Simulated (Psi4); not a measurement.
CHN, charge +1, doublet (typed; the unrestricted solution is spin-contaminated), geometry from GFN2-xTB (a state made from the parent by changing its charge; the spin is typed, not shown lowest); MP2/def2-QZVPP in Psi4 1.11.

Here is a job for Psi4.
```
memory 2 GB

molecule mol {
1 2
  C    -0.000000   -0.000000   -0.483132
  N     0.000000    0.000000    0.641668
  H    -0.000000   -0.000000   -1.592882
}

set basis def2-qzvpp
set reference uhf
set freeze_core true

energy('mp2')
print_variables()
```

Output, abridged:

```
    SCF Algorithm Type (re)set to DF.

   => Loading Basis Set <=

    Name: DEF2-QZVPP
    Role: ORBITAL
    Keyword: BASIS

         ---------------------------------------------------------
                                   SCF
               by Justin Turney, Rob Parrish, Andy Simmonett
                          and Daniel G. A. Smith
                              UHF Reference
         ---------------------------------------------------------

  ==> Geometry <==

    Molecular point group: c2v
    Full point group: C_inf_v

    Geometry (in Angstrom), charge = 1, multiplicity = 2:

       Center              X                  Y                   Z               Mass
    ------------   -----------------  -----------------  -----------------  -----------------
         C            0.000000000000     0.000000000000    -0.541715541967    12.000000000000
         N            0.000000000000     0.000000000000     0.583084458033    14.003074004430
         H            0.000000000000     0.000000000000    -1.651465541967     1.007825032230

  Running in c2v symmetry.

  Rotational constants: A = ************  B =      1.52820  C =      1.52820 [cm^-1]
  Rotational constants: A = ************  B =  45814.35559  C =  45814.35559 [MHz]
  Nuclear repulsion =   24.278235785816925

  Charge       = 1
  Multiplicity = 2
  Electrons    = 13
  Nalpha       = 7
  Nbeta        = 6

  ==> Algorithm <==

  SCF Algorithm Type is DF.
  DIIS enabled.
  MOM disabled.
  Fractional occupation disabled.
  Guess Type is SAD.
  Energy threshold   = 1.00e-08
  Density threshold  = 1.00e-08
  Integral threshold = 1.00e-12

  ==> Primary Basis <==

  Basis Set: DEF2-QZVPP
    Blend: DEF2-QZVPP
    Number of shells: 44
    Number of basis functions: 144
    Number of Cartesian functions: 179
    Spherical Harmonics?: true
    Max angular momentum: 4

   => Loading Basis Set <=

    Name: (DEF2-QZVPP AUX)
    Role: JKFIT
    Keyword: DF_BASIS_SCF

  ==> Integral Setup <==

  SCF_SUBTYPE=INCORE selected. In-core MEM_DF algorithm will be used.
  Using in-core AOs.

  ==> MemDFJK: Density-Fitted J/K Matrices <==

    J tasked:                   Yes
    K tasked:                   Yes
    wK tasked:                   No
    Algorithm:                 Core
    Schwarz Cutoff:           1E-12
    Mask sparsity (%):       0.2894
    Fitting Condition:        1E-10

   => Auxiliary Basis Set <=

  Basis Set: (DEF2-QZVPP AUX)
    Blend: DEF2-UNIVERSAL-JKFIT
    Number of shells: 56
    Number of basis functions: 170
    Number of Cartesian functions: 202
    Spherical Harmonics?: true
    Max angular momentum: 4

  Minimum eigenvalue in the overlap matrix is 9.7588767397E-05.
  Reciprocal condition number of the overlap matrix is 1.5049306104E-05.
    Using symmetric orthogonalization.

  ==> Pre-Iterations <==

  SCF Guess: Superposition of Atomic Densities via on-the-fly atomic UHF (no occupation information).

   -------------------------
    Irrep   Nso     Nmo
   -------------------------
     A1        61      61
     A2        17      17
     B1        33      33
     B2        33      33
   -------------------------
    Total     144     144
   -------------------------

  ==> Iterations <==

                           Total Energy        Delta E     RMS |[F,P]|

   @DF-UHF iter SAD:   -91.96701859166976   -9.19670e+01   0.00000e+00
   @DF-UHF iter   1:   -92.39586350171902   -4.28845e-01   3.14459e-03 ADIIS/DIIS
   @DF-UHF iter   2:   -92.44472545974375   -4.88620e-02   9.39387e-04 ADIIS/DIIS
   @DF-UHF iter   3:   -92.45171886784952   -6.99341e-03   4.27433e-04 ADIIS/DIIS
   @DF-UHF iter   4:   -92.45402798612649   -2.30912e-03   3.36030e-04 ADIIS/DIIS
   @DF-UHF iter   5:   -92.45565369207249   -1.62571e-03   2.97994e-04 ADIIS/DIIS
   @DF-UHF iter   6:   -92.45761277960337   -1.95909e-03   2.47499e-04 ADIIS/DIIS
   @DF-UHF iter   7:   -92.46052131364023   -2.90853e-03   1.39400e-04 ADIIS/DIIS
   @DF-UHF iter   8:   -92.46121421625048   -6.92903e-04   3.47624e-05 DIIS
   @DF-UHF iter   9:   -92.46122679510285   -1.25789e-05   1.38690e-05 DIIS
   @DF-UHF iter  10:   -92.46123005812622   -3.26302e-06   8.39899e-06 DIIS
   @DF-UHF iter  11:   -92.46123160812044   -1.54999e-06   2.36282e-06 DIIS
   @DF-UHF iter  12:   -92.46123168672496   -7.86045e-08   6.14739e-07 DIIS
   @DF-UHF iter  13:   -92.46123169458023   -7.85528e-09   7.55660e-08 DIIS
   @DF-UHF iter  14:   -92.46123169464522   -6.49862e-11   2.35576e-08 DIIS
   @DF-UHF iter  15:   -92.46123169465923   -1.40119e-11   3.23238e-09 DIIS
  Energy and wave function converged.

  ==> Post-Iterations <==

   @Spin Contamination Metric:   2.645687612E-01
   @S^2 Expected:                7.500000000E-01
   @S^2 Observed:                1.014568761E+00
   @S   Expected:                5.000000000E-01
   @S   Observed:                5.000000000E-01

    Orbital Energies [Eh]
    ---------------------

    Alpha Occupied:

[...]
       1B1    -0.948198

    Alpha Virtual:

[...]
    Beta Occupied:

[...]
    Beta Virtual:

[...]
    Final Occupation by Irrep:
             A1    A2    B1    B2
    DOCC [     4,    0,    1,    1 ]
    SOCC [     1,    0,    0,    0 ]
    NA   [     5,    0,    1,    1 ]
    NB   [     4,    0,    1,    1 ]

  @DF-UHF Final Energy:   -92.46123169465923

   => Energetics <=

    Nuclear Repulsion Energy =             24.2782357858169249
    One-Electron Energy =                -167.8168372239507278
    Two-Electron Energy =                  51.0773697434745628
    Total Energy =                        -92.4612316946592472

  UHF NO Occupations:
  HONO-2 :    1 B2 1.9331649
  HONO-1 :    1 B1 1.9331649
  HONO-0 :    5 A1 1.0000000
  LUNO+0 :    2 B1 0.0668351
  LUNO+1 :    2 B2 0.0668351
  LUNO+2 :    6 A1 0.0025078
  LUNO+3 :    7 A1 0.0005753

Computation Completed

Properties will be evaluated at   0.000000,   0.000000,   0.000000 [a0]

Properties computed using the SCF density matrix

 Multipole Moments:

 ------------------------------------------------------------------------------------
     Multipole            Electronic (a.u.)      Nuclear  (a.u.)        Total (a.u.)
 ------------------------------------------------------------------------------------

 L = 1.  Multiply by 2.5417464519 to convert [e a0] to [Debye]
 Dipole X            :          0.0000000            0.0000000            0.0000000
 Dipole Y            :          0.0000000            0.0000000            0.0000000
 Dipole Z            :          0.8208741           -1.5498921           -0.7290181
 Magnitude           :                                                    0.7290181

 ------------------------------------------------------------------------------------

  //>>>>>>>>>>>>>>>>>>>>>>>>>>>>>>>>>>>//
  //               DFMP2               //
  //<<<<<<<<<<<<<<<<<<<<<<<<<<<<<<<<<<<//

   => Loading Basis Set <=

    Name: (DEF2-QZVPP AUX)
    Role: RIFIT
    Keyword: DF_BASIS_MP2

	 --------------------------------------------------------
	                          DF-MP2
	      2nd-Order Density-Fitted Moller-Plesset Theory

	        Rob Parrish, Justin Turney, Andy Simmonett,
	           Ed Hohenstein, and C. David Sherrill
	 --------------------------------------------------------

	 --------------------------------------------------------
	                 NBF =   144, NAUX =   338
	 --------------------------------------------------------
	   CLASS    FOCC     OCC    AOCC    AVIR     VIR    FVIR
	   ALPHA       2       7       5     137     137       0
	    BETA       2       6       4     138     138       0
	 --------------------------------------------------------

	-----------------------------------------------------------
	 ==================> DF-MP2 Energies <====================
	-----------------------------------------------------------
	 Reference Energy          =     -92.4612316946592330 [Eh]
	 Singles Energy            =      -0.0000000000000000 [Eh]
	 Same-Spin Energy          =      -0.0698235079916128 [Eh]
	 Opposite-Spin Energy      =      -0.2131749557404864 [Eh]
	 Correlation Energy        =      -0.2829984637320992 [Eh]
	 Total Energy              =     -92.7442301583913320 [Eh]
	-----------------------------------------------------------
	 ================> DF-SCS-MP2 Energies <==================
	-----------------------------------------------------------
	 SCS Same-Spin Scale       =       0.3333333333333333 [-]
	 SCS Opposite-Spin Scale   =       1.2000000000000000 [-]
	 SCS Same-Spin Energy      =      -0.0232745026638709 [Eh]
	 SCS Opposite-Spin Energy  =      -0.2558099468885836 [Eh]
	 SCS Correlation Energy    =      -0.2790844495524545 [Eh]
	 SCS Total Energy          =     -92.7403161442116897 [Eh]
	-----------------------------------------------------------

  Variable Map:
  ----------------------------------------------------------------------------
[...]
  Array Variable Map:
  ----------------------------------------------------------------------------
[...]
[...]
```
